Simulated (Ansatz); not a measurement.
Input for Ansatz (an electronic-structure program): R-wB97X-V/def2-TZVPPD on HBr (SMILES Br) with ghost functions, monomers drawn apart or pushed together. Files ending in .json are basis or fitting sets from the Basis Set Exchange.

Ansatz 0.2 input:
```yaml
crystal:
  periodic: [false, false, false]
  atoms:
    - {symbol: Br, position_ang: [-0.60941552, -1.15564798, -0.02079492]}
    - {symbol: H, position_ang: [-0.15485613, -0.42266917, 1.13543890]}
basis:
  gaussian:
    orbitals: def2-TZVPPD.json
    ghost_atoms:
      - {symbol: O, position_ang: [0.67503565, 1.02104073, 4.08537104]}
      - {symbol: Si, position_ang: [0.17011848, 0.65503818, 5.63007973]}
      - {symbol: H, position_ang: [1.35975641, 1.68310897, 3.95862226]}
      - {symbol: H, position_ang: [1.29883716, 0.14770785, 6.44357382]}
      - {symbol: H, position_ang: [-0.85952236, -0.38462297, 5.45821196]}
      - {symbol: H, position_ang: [-0.39687876, 1.85256965, 6.29158468]}
hamiltonian:
  xc: {name: wB97X-V}
scf: {lower_state_search: off}
```

The head of its log:

```
Functional definition: wB97X-V
[...]
these checks for a lower state are left out or cut short: stability, starts, cluster_reference, orbital_swaps, neighbouring_geometries, increment
integrals: 0.21 GiB planned
1207 factors; their error is unknown
integrals: 0.24 GiB planned
317 factors; integrals over basis functions are off by at most 3.9e-5 eV
mean field: 1.43 GiB planned
mean field evaluation 1: about -70055.8322 eV, gradient 8.9e0 eV
mean field evaluation 2: about -70056.0529 eV, gradient 4.1e0 eV
```

Problem. Give the final energy of this run.

Solution. -2574.5220 hartree.
